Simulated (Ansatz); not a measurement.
**Two structures, one formula**

The two ends of one reaction step of Si₅H₁₃I, closed shell (PBE0-D4/def2-TZVP).

A:

```
19
angstrom
Si 0.6571 -1.8812 0.8807
I 4.4087 -0.4520 0.0489
H 4.7442 0.5219 -1.1886
Si -0.4803 -0.0095 0.0687
Si 0.9147 1.6607 -0.7803
Si -1.7576 0.8996 1.8016
Si -1.9254 -0.7001 -1.6330
H -0.3377 -2.8353 1.4438
H 1.4086 -2.5652 -0.2043
H 1.6065 -1.5038 1.9627
H 0.0637 2.7768 -1.2783
H 1.7292 1.1520 -1.9163
H 1.8233 2.1911 0.2699
H -2.7076 -0.1174 2.3287
H -0.8778 1.3497 2.9141
H -2.5359 2.0683 1.3091
H -1.1525 -1.2820 -2.7637
H -2.8696 -1.7308 -1.1229
H -2.7118 0.4567 -2.1408
```

B:

Si1  (1.212, -3.169, 1.123)
I2  (2.791, -2.602, -0.649)
H3  (1.471, 0.497, 0.420)
Si4  (0.140, 0.910, -0.108)
Si5  (0.329, 3.005, -1.129)
Si6  (-1.389, 1.053, 1.655)
Si7  (-0.644, -0.634, -1.678)
H8  (0.560, -1.922, 1.583)
H9  (0.209, -4.110, 0.573)
H10  (1.967, -3.799, 2.230)
H11  (-1.001, 3.419, -1.653)
H12  (1.291, 2.954, -2.262)
H13  (0.793, 4.027, -0.152)
H14  (-1.567, -0.270, 2.314)
H15  (-0.930, 2.032, 2.677)
H16  (-2.708, 1.498, 1.129)
H17  (0.268, -0.738, -2.846)
H18  (-0.816, -1.983, -1.074)
H19  (-1.977, -0.169, -2.153)
(Å)

Computed with Ansatz 0.2.0 (basis: def2-TZVPP); correlated methods freeze the cores. Filled d shells of the heavier atoms are correlated. Core potentials replace the inner electrons of the atoms past krypton. The def2 sets are not built for correlating such inner shells, so the correlated values are less sure here. B3LYP uses VWN-RPA correlation.

Problem. Which structure is lower at CCSD(T), and by how much? (An estimate is asked for; the value comes from the calculation.)

Solution. By the calculation: B, by 61.3 kJ/mol (electronic energy, against the other). By their contacts, A is a complex of Si₅H₁₂ ([SiH3][Si]([SiH3])([SiH3])[SiH3]) + HI and B is a complex of Si₄H₁₀ ([SiH3][SiH]([SiH3])[SiH3]) + SiH₃I ([SiH3][I]).

All methods give the same order:

| method | E(B) − E(A) (kJ/mol) |
| --- | --- |
| SPW92 | -56.4 |
| PBE-D4 | -55.2 |
| BLYP-D4 | -60.6 |
| r2SCAN-D4 | -63.1 |
| B97M-V | -55.9 |
| PBE0-D4 | -60.3 |
| B3LYP-D4 | -64.7 |
| r2SCAN0-D4 | -66.8 |
| BHLYP-D4 | -71.2 |
| CAM-B3LYP-D4 | -67.3 |
| wB97X-V | -67.0 |
| wB97M-V | -69.9 |
| B2PLYP | -67.8 |
| PBE-QIDH | -66.3 |
| RPA on PBE | -58.9 |
| HF | -82.5 |
| MP2 | -68.9 |
| CCSD | -64.0 |
| CCSD(T) | -61.3 |

T1 diagnostic: at most 0.013.

Labels in which every atom is bracketed show which atoms are joined, not bond orders.

For scale, one of the runs: CCSD(T)/def2-TZVPP, 442 basis functions, launched by `ansatz run in.yaml --threads 4 --pin off --events-out ev --progress --plain --max-ram 41984MiB --backend cuda --devices 0, --max-vram 37GiB`. The run took 23 s on 4 CPU threads of an AMD EPYC 7R13 and a share of one NVIDIA H100 (shared host), with 1.2 GiB of host memory at its peak.
